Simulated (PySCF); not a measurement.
SMILES Cl[Si](Cl)(Cl)[CH2][GeH3], GFN2-xTB optimised geometry.

```
11

Cl    -0.05    -2.60     1.69
Si     0.60    -1.69     0.00
Cl     2.62    -1.69     0.00
Cl    -0.09    -2.72    -1.59
C     -0.10     0.08     0.00
Ge    -1.52     0.32     1.36
H     -0.51     0.32    -0.98
H      0.69     0.80     0.20
H     -2.62    -0.68     1.18
H     -2.11     1.69     1.19
H     -0.98     0.22     2.74
```

Density from PySCF with B3LYP/def2-TZVP at that geometry.

Minimum of the electron density along straight lines between bonded atoms, close to the bond critical point (lines longer than 1.1 times the sum of covalent radii, or with two minima, are not listed):

```csv
bond,length / Å,ρ at the minimum / e bohr⁻³,∇²ρ there / e bohr⁻⁵,position (fraction from the first atom)
Cl1–Si2,2.025,0.107,0.24,0.64
Si2–Cl3,2.019,0.108,0.24,0.37
Si2–Cl4,2.017,0.108,0.25,0.37
Si2–C5,1.897,0.123,0.09,0.39
C5–Ge6,1.979,0.119,0.09,0.53
C5–H7,1.089,0.274,-0.91,0.64
C5–H8,1.090,0.274,-0.91,0.64
Ge6–H9,1.490,0.144,0.10,0.60
Ge6–H10,1.499,0.142,0.10,0.60
Ge6–H11,1.490,0.144,0.10,0.60
```
